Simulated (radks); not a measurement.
All-electron atom: Ga10+ in [Ar] 3d3. Method: scalar-relativistic Kohn-Sham, BLYP, spin-unpolarised, spherical densities, point nucleus; computed with a radial shooting solver on a logarithmic mesh with Libxc functionals. Some entries of the table are withheld. Estimate them.

orbital  occ.  eigenvalue (hartree)  <r> (bohr)  <r^2> (bohr^2)
1s          2             -386.0856     0.04861        0.003179
2s          2                   (1)         (2)         0.05574
2p          6             -50.62752      0.1904         0.04438
3s          2                   (3)      0.6036          0.4160
3p          6             -12.54394      0.6074             (4)
3d          3              -9.56404      0.5877             (5)

Answer. 
(1) 2s eigenvalue (hartree): -56.62711
(2) 2s <r> (bohr): 0.2175
(3) 3s eigenvalue (hartree): -14.41258
(4) 3p <r^2> (bohr^2): 0.4274
(5) 3d <r^2> (bohr^2): 0.4102
